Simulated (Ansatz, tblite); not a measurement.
Spin states of the cluster PdAu₂, each relaxed with PBE-D4/def2-TZVP in Ansatz. Electronic energies in the gas phase.

In the def2 sets Au, Pd take a core potential; there is no spin–orbit coupling. The xTB rows come from tblite. HSE06 is defined as in plane-wave codes, on full-range PBE exchange. Correlated methods freeze no core orbitals; core or outer-core shells of Pd, Au are correlated, in sets that lack core-valence functions. In CCSD on the charge 0 quintet the largest single amplitude is 0.27, so its Hartree–Fock determinant may place the open shell otherwise than the density functionals do. HOMO above LUMO, or a gap near zero within one spin, warns that the state may not be the lowest or that an electron is smeared out. The structure comes from a short search, and lower isomers may exist.

Singlet geometry (C2v within 0.1 Å):

```xyz
3

Pd   -0.1001   -0.8675   -1.2142
Au    1.2910    0.8004    0.2428
Au   -1.1909    0.0671    0.9714
```

Triplet geometry (C2v within 0.1 Å):

```
atom   x (Å)   y (Å)   z (Å)
 Pd1   1.324  -0.162   0.619
 Au2  -1.248  -0.096   0.897
 Au3  -0.076   0.258  -1.516
```

Quintet geometry (C2v within 0.1 Å):

```xyz
3

Pd   -0.480    0.117   -1.443
Au    0.360    1.258    0.788
Au    0.120   -1.375    0.655
```

⟨S²⟩: triplet 2.02 at PBE0-D4/def2-TZVP (pure 2.00), quintet 6.02 at PBE0-D4/def2-TZVP (pure 6.00).

Only these spin states were relaxed.

Second-order perturbation terms are unreliable where d shells bring near-degenerate states, and here MP2/def2-TZVP lies more than 0.4 eV from the median of the functionals without such a term.

Problem. Estimate which spin state lies lowest at each of these levels, and by how much: GFN1-xTB; GFN2-xTB; PBE-D4/def2-TZVP; r2SCANh-D4/def2-TZVP; PBE0-D4/def2-TZVP; r2SCAN0-D4/def2-TZVP; HSE06-D4/def2-TZVP; BHLYP-D4/def2-TZVP; B2PLYP/def2-TZVP; RPA@PBE/def2-TZVP; MP2/def2-TZVP; CCSD/def2-TZVP.

Solution. 
```
               level  triplet − singlet (kJ/mol)  quintet − singlet (kJ/mol)  lowest of these                                   remarks
            GFN1-xTB                       125.9                       386.5          singlet                                         –
            GFN2-xTB                       209.3                       555.4          singlet                                         –
    PBE-D4/def2-TZVP                        83.1                       288.4          singlet   gap within one spin near zero (triplet)
r2SCANh-D4/def2-TZVP                        68.2                       262.4          singlet                                         –
   PBE0-D4/def2-TZVP                        81.5                       300.1          singlet                                         –
r2SCAN0-D4/def2-TZVP                        66.0                       270.4          singlet                                         –
  HSE06-D4/def2-TZVP                        81.1                       298.9          singlet                                         –
  BHLYP-D4/def2-TZVP                        70.1                       307.6          singlet                                         –
    B2PLYP/def2-TZVP                        93.2                       311.8          singlet  test for broken spin undecided (singlet)
   RPA@PBE/def2-TZVP                        58.5                       240.3          singlet                                         –
       MP2/def2-TZVP                       104.6                       348.8          singlet                                         –
      CCSD/def2-TZVP                        65.3                       271.5          singlet                                         –
```

Change of the quintet − singlet gap on mixing in exact exchange, in kJ/mol: PBE to PBE0 (25 % exact exchange) 11.7. The xTB methods have no term that favours high spin, so they put low spin too low.
